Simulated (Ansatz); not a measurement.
Na, charge -1, singlet (a gas-phase anion, which may not be bound at this level); BLYP/6-311G** run with Ansatz (a program for electronic structure).

Ansatz was given this input:
Ansatz 0.2 input:
```yaml
crystal:
  periodic: [false, false, false]
  atoms:
    - {symbol: Na, position_ang: [0.00000000, 0.00000000, 0.00000000]}
basis:
  gaussian:
    orbitals: 6-311G__.json
hamiltonian:
  xc: blyp
total_charge: -1
```
The basis file holds 6-311G** in the JSON format of the Basis Set Exchange.

It wrote (shortened):

```
Functional definition: BLYP
211 factors; their error is unknown
mean field evaluation 1: about -4416.0536 eV, gradient 3.5e0 eV
mean field evaluation 2: about -4416.0598 eV, gradient 4.4e0 eV
mean field evaluation 4: about -4416.0854 eV, gradient 3.5e-2 eV
mean field evaluation 8: about -4416.0818 eV, gradient 1.8e-4 eV
mean field -4416.08177654 eV, -162.2880119600 hartree, gradient 2.2e-6 eV, S^2 0.000000; 0 other end points of the search recorded, 0 dependent functions left out
reference -4416.08194067 eV, -162.2880179918 hartree; 6, 6 occupied and 21, 21 virtual orbitals, 211 factors
Total energy: -4416.08194067 eV, -162.2880179918 hartree
```
